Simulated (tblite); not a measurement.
Compound: C3H14OSi3.
Cartesian coordinates in Å at the GFN2-xTB level; atoms count from 1:
```
atom  x, y, z in Å
C1     2.918   -0.354   -0.403
C2     1.497   -0.704    0.012
O3     0.671    0.389   -0.291
C4    -0.740    0.264    0.029
Si5   -1.282    1.994   -0.595
Si6   -1.020    0.072    1.915
Si7   -1.567   -1.142   -0.974
H8     3.587   -1.181   -0.183
H9     3.250    0.531    0.134
H10    2.948   -0.141   -1.469
H11    1.460   -0.925    1.091
H12    1.155   -1.603   -0.526
H13   -0.951    2.101   -2.015
H14   -0.540    3.011    0.149
H15   -2.723    2.177   -0.398
H16   -0.738   -1.298    2.364
H17   -2.425    0.357    2.197
H18   -0.142    0.991    2.640
H19   -1.089   -1.110   -2.357
H20   -1.262   -2.462   -0.404
H21   -3.015   -0.950   -0.916
```

Level: GFN2-xTB in tblite, geometry and Hessian alike; calculated harmonic values, unscaled, isolated species. Errors from tens to a few hundred cm⁻¹ against measured bands are possible. Modes of hydrogen on silicon can be 10 to 20 % off. One conformer, not necessarily the lowest.

Harmonic wavenumbers (cm⁻¹): 33.0, 79.4, 101.1, 143.2, 145.5, 147.5, 161.3, 164.4, 197.9, 202.7, 258.6, 294.0, 371.2, 459.1, 497.9, 510.6, 514.0, 532.6, 536.3, 620.8, 750.8, 762.1, 768.2, 777.9, 784.8, 788.4, 806.2, 807.3, 826.6, 844.3, 856.2, 858.9, 921.5, 1013.0, 1090.8, 1135.6, 1145.8, 1253.8, 1341.4, 1398.1, 1475.2, 1494.3, 1497.8, 2198.4, 2216.3, 2237.5, 2254.9, 2263.9, 2269.4, 2273.2, 2274.9, 2288.0, 2831.0, 2870.0, 3042.4, 3043.5, 3048.0.

A = 1447, B = 974.2, C = 969.6 MHz; mass 150.035 u (most abundant isotopes); point group Cs, symmetry number 1.

Problem. Zero-point energy?

Solution. Half the sum of the wavenumbers: 32241 cm⁻¹ = 385.69 kJ/mol.

Problem. What is S at 200 K and 1 bar for an ideal gas of classical rigid rotors and harmonic oscillators?

Solution. Translation 163.05, rotation 119.88, vibration 115.39: S = 398.3 J/(mol K).

Problem. And Cp and H(200 K) − H(0)?

Solution. Cp = 158.26 J/(mol K), of which vibrations give 125.00 (their classical limit is 57 R = 473.9); H(200 K) − H(0) = 19.40 kJ/mol without the zero-point energy, 12.75 from vibrations.

Problem. Which modes carry the vibrational entropy at 200 K?

Solution. 33.0 cm⁻¹: 20.29; 79.4 cm⁻¹: 13.08; 101.1 cm⁻¹: 11.14; 143.2 cm⁻¹: 8.43; 145.5 cm⁻¹: 8.30; 147.5 cm⁻¹: 8.20 J/(mol K); the other 51 give 45.94 together.

Problem. How do the functions run with temperature in this model?

Solution. 
| T (K) | S (J/(mol K)) | Cp (J/(mol K)) | H − H(0) (kJ/mol) | G − H(0) (kJ/mol) | ln q(vib) |
| --- | --- | --- | --- | --- | --- |
| 50 | 254.1 | 63.2 | 2.22 | -10.48 | 0.72 |
| 100 | 310.5 | 101.2 | 6.40 | -24.64 | 2.38 |
| 298.15 | 471.6 | 211.0 | 37.58 | -103.02 | 9.93 |
| 373.15 | 522.8 | 245.5 | 54.74 | -140.33 | 12.71 |
| 500 | 601.4 | 292.4 | 88.99 | -211.73 | 17.24 |
| 750 | 733.2 | 357.2 | 170.78 | -379.12 | 25.48 |
| 1000 | 842.2 | 399.8 | 265.77 | -576.44 | 32.86 |

q(vib) and H(0) count from the zero-point level.

Problem. Blend soft modes into free rotors: weight 1/[1 + (100 cm⁻¹/ν̃)⁴] for the oscillator and the rest for a rotor with moment μB/(μ + B), μ = h/(8π²ν), B = 10⁻⁴⁴ kg m². What vibrational entropy results?

Solution. 109.01 J/(mol K) in place of 115.39, which changes −T·S at 200 K by +1.28 kJ/mol.

Problem. What must be added to the electronic energy to get the Gibbs energy at 200 K and 1 bar?

Solution. ZPE + [H(200 K) − H(0)] − T·S = 385.69 + 19.40 − 79.66 = 325.43 kJ/mol.

Hindered rotation and anharmonicity are outside this model. Other conformers, if any are populated, would add a mixing term that is left out.
